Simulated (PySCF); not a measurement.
Mapped SMILES: `[CH:1]#[C:2][C@@H:3]1[SiH2:4]/[C:5](=[CH:6]/[CH3:7])[C@H:8]1[F:9]`; H(Xn) means a hydrogen on atom n. Ha(Si4) is cis to C2 on the ring; Hb(Si4) is trans to C2 on the ring.

One computed conformer, fast rotation and ring inversion assumed for equivalent nuclei, relativity neglected, isolated molecule. Geometry: GFN2-xTB; shielding tensors at PBE0/pcSseg-1 (GIAO); PySCF 2.14.

Shifts are taken against calculated references (same method and geometry level): 13C vs TMS.

Question: Do the 13C shifts follow the atomic charges (in e)? Tabulate both.

Answer: 
```tsv
atoms	hybridisation	δ (ppm)	σ para (ppm)	Hirshfeld	IAO	Mulliken	ESP-fitted
C6	sp2	159.3	-227	-0.02	-0.09	-0.13	+0.11
C5	sp2	142.2	-220	-0.12	-0.31	-0.46	-0.49
C8	sp3	101.4	-157	+0.06	+0.18	+0.29	+0.36
C2	sp	89.5	-158	-0.05	-0.03	+0.32	-0.03
C1	sp	76.7	-147	-0.14	-0.27	-0.41	-0.46
C3	sp3	24.1	-93	-0.11	-0.41	-0.50	-0.19
C7	sp3	21.2	-83	-0.11	-0.43	-0.21	-0.29
```

Correlation coefficients of δ with charge over these carbons: Hirshfeld +0.39, IAO +0.52, Mulliken +0.19, ESP-fitted +0.23; with the paramagnetic shielding -0.99. With so few points, grouped by hybridisation, these coefficients are fragile. Charge is one influence among several: hybridisation and low-lying excitations act through the paramagnetic term.

Shifts are as computed. Against solution values, carbons near 30 ppm lie about +3 ppm off and those near 130 ppm about +5 ppm. Of 1309 compounds with measured shifts, 239 miss one by over three times the rms of a fit or turn the order of signals round; such compounds aren't used in these exercises.
